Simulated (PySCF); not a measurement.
**Spin-rotation constants: SMILES CC1=CCC=C1NC=O, C7H9NO**

Molfile (atoms numbered from 1):
```
C7H9NO
     RDKit          3D

 18 18  0  0  0  0  0  0  0  0999 V2000
   -1.3205    1.8050    0.1407 C   0  0  0  0  0  0  0  0  0  0  0  0
   -0.9520    0.3647    0.0242 C   0  0  0  0  0  0  0  0  0  0  0  0
   -1.7702   -0.6932   -0.0692 C   0  0  0  0  0  0  0  0  0  0  0  0
   -0.9746   -1.9522   -0.1678 C   0  0  0  0  0  0  0  0  0  0  0  0
    0.4343   -1.4626   -0.1182 C   0  0  0  0  0  0  0  0  0  0  0  0
    0.4268   -0.1224   -0.0074 C   0  0  0  0  0  0  0  0  0  0  0  0
    1.5105    0.7527    0.0712 N   0  0  0  0  0  0  0  0  0  0  0  0
    2.8152    0.3977    0.0488 C   0  0  0  0  0  0  0  0  0  0  0  0
    3.2527   -0.7200   -0.0407 O   0  0  0  0  0  0  0  0  0  0  0  0
   -0.9197    2.3760   -0.6977 H   0  0  0  0  0  0  0  0  0  0  0  0
   -0.9300    2.2311    1.0657 H   0  0  0  0  0  0  0  0  0  0  0  0
   -2.4018    1.9148    0.1436 H   0  0  0  0  0  0  0  0  0  0  0  0
   -2.8445   -0.6765   -0.0750 H   0  0  0  0  0  0  0  0  0  0  0  0
   -1.1825   -2.4923   -1.0944 H   0  0  0  0  0  0  0  0  0  0  0  0
   -1.1940   -2.6368    0.6547 H   0  0  0  0  0  0  0  0  0  0  0  0
    1.2945   -2.0995   -0.1654 H   0  0  0  0  0  0  0  0  0  0  0  0
    1.2761    1.7314    0.1492 H   0  0  0  0  0  0  0  0  0  0  0  0
    3.4710    1.2884    0.1259 H   0  0  0  0  0  0  0  0  0  0  0  0
  1  2  1  0
  2  3  2  0
  3  4  1  0
  4  5  1  0
  5  6  2  0
  6  7  1  0
  7  8  1  0
  8  9  2  0
  6  2  1  0
  1 10  1  0
  1 11  1  0
  1 12  1  0
  3 13  1  0
  4 14  1  0
  4 15  1  0
  5 16  1  0
  7 17  1  0
  8 18  1  0
M  END
```

Computed with GIAO KT3/pcSseg-1 magnetisability, rotational g tensor and spin-rotation constants, non-relativistic, gas phase in PySCF. Geometry: GFN2-xTB.

Q: Give the nuclear spin-rotation constants along the inertial axes (H = +C I·J) beside the isotropic shieldings.

A: Rotational constants 2.8932, 1.2784, 0.8965 GHz. A star marks the isotopologue with that one atom substituted, in its own axes.
```tsv
atom	isotope	Caa (kHz)	Cbb (kHz)	Ccc (kHz)	mean (kHz)	σ (ppm)
N7	14N	0.208	0.184	0.058	0.150	113.2
H10	1H	-0.257	-0.096	-0.022	-0.125	29.9
H11	1H	-0.257	-0.095	-0.022	-0.125	29.9
H12	1H	0.107	-0.131	-0.100	-0.041	29.3
H13	1H	0.314	-0.129	-0.105	0.027	25.6
H14	1H	-0.290	-0.053	-0.020	-0.121	28.6
H15	1H	-0.290	-0.053	-0.020	-0.121	28.6
H16	1H	0.073	-0.016	-0.090	-0.011	24.7
H17	1H	-0.279	0.109	-0.118	-0.096	25.6
H18	1H	-0.026	0.020	-0.069	-0.025	23.4
C1	13C*	0.443	0.167	0.120	0.243	170.1
C2	13C*	1.203	0.479	0.148	0.610	53.7
C3	13C*	1.249	0.425	0.142	0.605	60.5
C4	13C*	0.497	0.261	0.147	0.302	143.5
C5	13C*	1.146	0.422	0.133	0.567	71.5
C6	13C*	1.347	0.400	0.168	0.638	51.5
C8	13C*	1.300	0.406	0.215	0.640	40.0
O9	17O*	-1.613	-0.731	-0.059	-0.801	-89.6
```
For the geometry as given, no vibrational averaging.
